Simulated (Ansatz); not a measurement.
Energy needed to pull apart BH₃Te, singlet, into free ground-state atoms, from the structure below (displaced at random from a GFN2-xTB minimum); no zero-point or spin–orbit terms; open-shell atoms are treated unrestricted, in their ground-state multiplicity.

B1  (-0.108, -0.414, 0.301)
Te2  (1.202, 0.769, -0.389)
H3  (-1.476, -0.357, 0.108)
H4  (-0.158, -1.404, 0.973)
H5  (0.509, 1.975, -1.334)
(Å)

Ansatz 0.2.0; basis: def2-TZVPP; cores frozen in the correlated methods. Filled d shells of the heavier atoms are correlated. Core potentials replace the inner electrons of the atoms past krypton. The def2 sets are not built for correlating such inner shells, so the correlated values are less sure here.

```csv
method,atomization energy (eV)
PBE-D4,13.41
r2SCAN-D4,13.28
PBE0-D4,13.19
r2SCANh-D4,13.20
CAM-B3LYP-D4,13.20
wB97M-V,13.11
HF,?
MP2,?
CCSD,12.61
CCSD(T),12.84
```

What does HF give? (Judge from chemistry; the value comes from the calculation.)

By the calculation: 9.29 eV, which is about 3.55 eV less than CCSD(T)/def2-TZVPP.

What does MP2 give? (Judge from chemistry; the value comes from the calculation.)

By the calculation: 12.82 eV, which is about 0.02 eV less than CCSD(T)/def2-TZVPP.

In triple zeta the MP2 and coupled-cluster atomization energies are still short of their basis limit by a few kcal/mol a bond, whereas those of the functionals are nearly converged, so these differences are not deviations from converged CCSD(T).

The T1 diagnostic stays at or below 0.014.

For scale, one of the runs: CCSD(T)/def2-TZVPP forces, 123 basis functions (an equivalent command: `ansatz run in.yaml --threads 4`). Time: 48 s of wall clock on 4 CPU threads; the host was shared. Peak host memory: 1.1 GiB.
